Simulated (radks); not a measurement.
Question: The mean radii <r> (bohr) of the occupied orbitals of an atom or ion are listed with their occupations. Method: Dirac Kohn-Sham, PBE, spin-unpolarised, spherical densities, finite nucleus; Fermi nuclear charge, rms radius of each element as measured or else 0.836 A^(1/3) + 0.57 fm; computed with a radial shooting solver on a logarithmic mesh with Libxc functionals.

| orbital | occ. | <r> |
|---|---|---|
| 1s1/2 | 2 | 0.02318 |
| 2s1/2 | 2 | 0.09846 |
| 2p1/2 | 2 | 0.08245 |
| 2p3/2 | 4 | 0.08896 |
| 3s1/2 | 2 | 0.2601 |
| 3p1/2 | 2 | 0.2498 |
| 3p3/2 | 4 | 0.2624 |
| 3d3/2 | 4 | 0.2339 |
| 3d5/2 | 6 | 0.2378 |
| 4s1/2 | 2 | 0.5930 |
| 4p1/2 | 2 | 0.6082 |
| 4p3/2 | 4 | 0.6368 |
| 4d3/2 | 4 | 0.6828 |
| 4d5/2 | 6 | 0.6930 |
| 5s1/2 | 2 | 1.442 |
| 5p1/2 | 2 | 1.628 |
| 5p3/2 | 4 | 1.720 |
| 6s1/2 | 1 | 3.968 |
| 4f5/2 | 5 | 1.047 |

Name the element and its charge. Open shells, if any, fill j = l - 1/2 first.

Answer: Z = 61, promethium, charge +1: Pm+ in [Xe] 4f5 6s1. The 1s radius gives Z: for a bare nucleus <r> = (2 gamma + 1)/(2Z) with gamma = sqrt(1 - (Z/c)^2), 0.02288 bohr for Z = 61, and screening makes it slightly larger (0.02318 here). The occupations add up to 60, and the charge is Z minus that.
